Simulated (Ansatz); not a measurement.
Cost and result up the ladder for ZrIF₃ (5 atoms). The state is a singlet with charge 0. Geometry: PBE0-D4/def2-SVP.

Cartesian coordinates in Å:
```
Zr 0.145 -0.019 0.060
I -2.342 0.313 -0.974
F 1.326 -0.612 -1.287
F 0.097 -1.300 1.445
F 0.775 1.617 0.756
```

Ansatz on 4 threads of Arm Neoverse V2 on a shared host. Times are rough, and most runs start from the orbitals of an earlier one. CAM-B3LYP-D4/def2-TZVP serves as the yardstick here, not as an exact answer. Differences are given only for rows in sets of like size (and for xTB, whose basis is part of the method), since another set adds its own error. Binding counts from free atoms at the same level (Zr triplet, I doublet, F doublet; other spins of the atoms weren't run), without zero-point energy or a counterpoise term.

In the def2 sets I, Zr take a core potential; there is no spin–orbit coupling. LC-ωPBE has ω = 0.4 bohr⁻¹. HSE06 is defined as in plane-wave codes, on full-range PBE exchange. Correlated methods freeze 7 core orbitals; core or outer-core shells of Zr, I are correlated, in sets that lack core-valence functions.

Correlated methods converge slowly with the basis.

```
                          level  functions  wall time
               PBE0-D4/def2-SVP         99      1.5 s
              LC-ωPBE/def2-TZVP        183      2.2 s
             HSE06-D4/def2-TZVP        183      2.7 s
         CAM-B3LYP-D4/def2-TZVP        183      2.8 s
             BHLYP-D4/def2-TZVP        183      2.8 s
PBE0-D4/def2-TZVP (with forces)        183      3.9 s
             PBE-QIDH/def2-TZVP        183      4.7 s
              CCSD(T)/def2-TZVP        183    2.4 min
```

Question: Estimate what each level gives for the binding energy per atom (eV).

Answer: 
```
                          level  binding energy per atom (eV)  difference from CAM-B3LYP-D4/def2-TZVP (eV)
               PBE0-D4/def2-SVP                          4.85                                            –
              LC-ωPBE/def2-TZVP                          4.84                                         0.05
             HSE06-D4/def2-TZVP                          4.76                                        -0.03
         CAM-B3LYP-D4/def2-TZVP                          4.79                                         0.00
             BHLYP-D4/def2-TZVP                          4.46                                        -0.33
PBE0-D4/def2-TZVP (with forces)                          4.76                                        -0.03
             PBE-QIDH/def2-TZVP                          4.74                                        -0.06
              CCSD(T)/def2-TZVP                          4.69                                        -0.11
```
